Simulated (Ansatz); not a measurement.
C2H10AlNSi can be A, `[CH3][AlH][CH2]N[SiH3]`, or B, `[CH3][AlH][NH]C[SiH3]`.

Calculated with Ansatz (gas phase, PBE0-D4/def2-TZVP geometries, no zero-point term in ΔE). CCSD(T)/CBS adds triple-zeta CCSD(T) − MP2 to the extrapolated MP2 energy (def2 sets, frozen cores). Functionals use def2-TZVPP. Each species was taken in one conformer, which may not be the lowest.

(1) Which is lower in electronic energy at CCSD(T)/CBS, and by how much? (Estimate.)

(2) Give E(B) − E(A) in kJ/mol with B2PLYP, HF/def2-TZVPP, PBE-D4, PBE0-D4, MP2/def2-TZVPP, CCSD/def2-TZVPP, CCSD(T)/def2-TZVPP. (Estimate.)

(3) Does the order hold for the free energy at 298.15 K (harmonic terms from PBE0-D4)? (An estimate is asked.)

Largest T1 diagnostic: 0.012.

## Answers

(1) The calculation gave: B, by 47.1 kJ/mol.

(2) The calculation gave: B2PLYP -53.5, HF/def2-TZVPP -56.1, PBE-D4 -46.2, PBE0-D4 -43.6, MP2/def2-TZVPP -48.7, CCSD/def2-TZVPP -50.2, CCSD(T)/def2-TZVPP -49.4. None reverses the order clearly.

(3) The calculation gave: Yes: G(B) − G(A) = -50.3 kJ/mol, for one conformer each. Modes under 60 cm⁻¹, often nearly free rotors, make the harmonic entropy too high.

The D4 term adds +5.2 kJ/mol with B3LYP and +2.9 kJ/mol with PBE0; it sums over pairs of atoms, weighted by their polarisabilities, and B3LYP, whose exchange is more repulsive, gets the larger term. At CCSD(T), def2-SVP lies −13.7 kJ/mol from the extrapolated value and def2-TZVPP −2.3 kJ/mol.

B3LYP here is the variant with VWN-RPA as its local correlation; programs differ in this.
